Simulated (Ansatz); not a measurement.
Molecule: CsBr (charge -1, doublet). SMILES of the parent species: [Br][Cs]
Geometry from a B3LYP-D3(BJ)/def2-TZVP (Ansatz, a first-principles code) optimisation:
```xyz
2

Cs     0.0000     0.0000    -1.2930
Br     0.0000     0.0000     2.0319
```
Charge -1, spin multiplicity 2.

### Question
Give the harmonic wavenumbers at B3LYP-D3(BJ)/def2-TZVP (Ansatz, finite differences of forces, unscaled).

### Answer
106 cm⁻¹. Zero-point energy 0.2 kcal/mol.

### Question
From these and the geometry, give the ideal-gas thermochemistry at 298.15 K and 1 atm (rigid rotor, harmonic oscillator).

### Answer
Point group C∞v, rotational symmetry number 1. Rotational constants 0.9161, 0.9161 GHz. S(trans) 41.97, S(rot) 19.52, S(vib) 3.35, S(elec, spin only) 1.38, S 66.2 cal/(mol K). H(298) - H(0) 2.53 kcal/mol; G - E(el) -17.1 kcal/mol.
